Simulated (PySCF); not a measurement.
Compound: TiCl3 (doublet state).
Geometry (PBE0-D3(BJ)/def2-SVP, Å), atoms numbered from 1 in this order:
```xyz
4
TiCl3 angstrom
Ti     0.022   -0.028    0.000
Cl     2.160    0.080    0.430
Cl    -1.104    1.812   -0.314
Cl    -0.995   -1.955   -0.146
```

Computed, not measured: PySCF 2.14.0, PBE0-D3(BJ)/def2-SVP geometry optimisation, gas phase.

**Question.** Which atoms are bound to Ti1, and at what distances?

**Answer.** 3 atoms: Cl3 2.180 Å, Cl4 2.184 Å, Cl2 2.184 Å.

**Question.** List the angles at Ti1.

**Answer.** 
```csv
angle,degrees,distance of the outer atoms (Å)
Cl2–Ti1–Cl4,120.8,3.80
Cl3–Ti1–Cl4,119.6,3.77
Cl2–Ti1–Cl3,119.5,3.77
```

**Question.** What is the shape at Ti1?

**Answer.** Planar: angles 120.8°, 119.6° and 119.5°, sum 360.0°, 0.01 Å off the plane of its three neighbours. Differences among atoms that D3h makes equivalent are scatter left by the optimiser.

Point group: D3h (tolerance 0.08 Å). Charge 0, doublet. ⟨S²⟩ = 0.756 (exact for a doublet: 0.75). Whether it is a minimum is left open (no frequencies).

Time: 2.2 min wall; peak memory 0.37 GiB. Hardware: an Arm Neoverse V1 with one thread (shared host). That covers the optimisation of the geometry.
